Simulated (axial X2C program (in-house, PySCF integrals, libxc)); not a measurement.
## BrF⁻: from the spin-free to the two-component result

All values were computed with an in-house all-electron X2C program for linear molecules (integrals from PySCF). Spin-free means the one-electron spin-free X2C Hamiltonian; two-component (2c) means X2C with spin–orbit coupling and atomic mean-field two-electron Coulomb and Gaunt terms, so the difference of the two also holds small scalar two-electron terms. Basis: Br dyall-acv3z [9s10p7d5f1g], F dyall-av3z [7s6p3d2f] (cores contracted in-house); Gaussian nuclei, density fitting, unrestricted open shells. Masses: Br 78.918 u, F 18.998 u.

Spin-free state: M_S = 1/2, Λ = 0 (beyond evenly filled blocks: σα); fragments Br- + F for PBE0; Br + F- for PBE.

| level | Re (Å) | ωe (cm⁻¹) | De (eV) | μ (D) |
| --- | --- | --- | --- | --- |
| PBE0 | 2.286 | 279.3 | 1.657 | -2.80 |
| PBE | 2.345 | 244.5 | 1.981 | -2.93 |

Dipoles are positive if F is the positive end and refer to the centre of mass.

Two-component determinant lowest at the distance of the search:

Ω = 1/2 (⟨Sz⟩ = 0.49, ⟨Lz⟩ = 0.01 at PBE0); fragments Br- + F for PBE0; Br + F- for PBE.

```csv
level,Re (Å),ωe (cm⁻¹),De (eV),μ (D)
PBE0,2.289,277.3,1.667,-2.83
PBE,2.349,241.9,1.890,-2.95
```

(1) From the two tables, how do the constants change at the PBE0 level (2c against spin-free)?

The state is one determinant whose occupation by symmetry is held fixed; it was picked as the lowest of a PBE0 search that is not exhaustive. Dissociation energies refer to the lowest single-determinant-based atoms at the same level and basis. Density functionals use the spin component along the axis (collinear). In 2c an atomic determinant is not the ground J level, so De misses part of the atomic spin–orbit lowering. This holds for PBE0. The functionals have no current-density term, which raises determinants with orbital currents, atoms included. The highest occupied level of some functionals is positive through self-interaction error; at Hartree–Fock it is bound.

## Answers

(1) At the PBE0 level Re rises by 0.003 Å and ωe goes down by 2.0 cm⁻¹; De is not compared, since the atomic limits differ or miss part of their spin–orbit lowering.
